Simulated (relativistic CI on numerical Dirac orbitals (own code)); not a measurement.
## Judd-Ofelt analysis for Gd⁴⁺

Calculated at this level of theory: Dirac-Coulomb-Breit CI, separate exchange-only KLI orbitals for each configuration, model QED, valence Slater integrals scaled by 0.85 (own radial code, finite nucleus).

Configuration 4f⁶ alone, in intermediate coupling. Take Ω₂ = 5.86, Ω₄ = 1.93, Ω₆ = 2.63 (10⁻²⁰ cm²) and refractive index n = 1.5 as given. A_ED = 64π⁴e²ν³ n(n² + 2)²/[27h(2J + 1)] Σ Ω_λ |U^λ|², in Gaussian units with ν in cm⁻¹, and A_MD is n³ times the free-ion magnetic-dipole rate; a dash marks a rate that is forbidden or under 2 % of the level's free-ion decay.

Emitting level ⁵L6 at 25829 cm⁻¹ (radiative decay alone: multiphonon quenching in a host is left out, and the level can lie too high or too low):

| To | ν (cm⁻¹) | U² squared | U⁴ squared | U⁶ squared | Free-ion A(M1) (s⁻¹) |
| --- | --- | --- | --- | --- | --- |
| ⁷F0 | 25829 | 0.0000 | 0.0000 | 0.0198 | - |
| ⁷F1 | 25315 | 0.0000 | 0.0000 | 0.0130 | - |
| ⁷F2 | 24451 | 0.0000 | 0.0000 | 0.0000 | - |
| ⁷F3 | 23377 | 0.0000 | 0.0000 | 0.0019 | - |
| ⁷F4 | 22186 | 0.0000 | 0.0003 | 0.0055 | - |
| ⁷F5 | 20940 | 0.0000 | 0.0000 | 0.0012 | 0.0258 |
| ⁷F6 | 19684 | 0.0002 | 0.0001 | 0.0002 | 0.173 |
| ⁵D0 | 8021 | 0.0000 | 0.0000 | 0.2135 | - |
| ⁵D1 | 5831 | 0.0000 | 0.0000 | 0.1691 | - |
| ⁵D2 | 2826 | 0.0000 | 0.0033 | 0.1392 | - |

**Question.** Give the rates, branching ratios and the radiative lifetime.

**Answer.** The rates are:

```tsv
To	λ (nm)	A_ED (s⁻¹)	A_MD (s⁻¹)	β (%)
⁷F0	387	150	0	42.4
⁷F1	395	93	0	26.2
⁷F2	409	0	0	0.0
⁷F3	428	10.7	0	3.0
⁷F4	451	27.5	0	7.8
⁷F5	478	4.89	0.0869	1.4
⁷F6	508	2.57	0.584	0.9
⁵D0	1247	48.6	0	13.7
⁵D1	1715	14.8	0	4.2
⁵D2	3538	1.41	0	0.4
```

τ_rad = 2.82e-03 s. Computed level positions enter as ν³, so measured ones would change the rates. For the strongest line (387 nm) and an assumed effective width Δλ = 4.5 nm (300 cm⁻¹), the Füchtbauer-Ladenburg formula σ = λ⁴A/(8πcn²Δλ) gives a peak emission cross-section of 0.044 × 10⁻²⁰ cm².
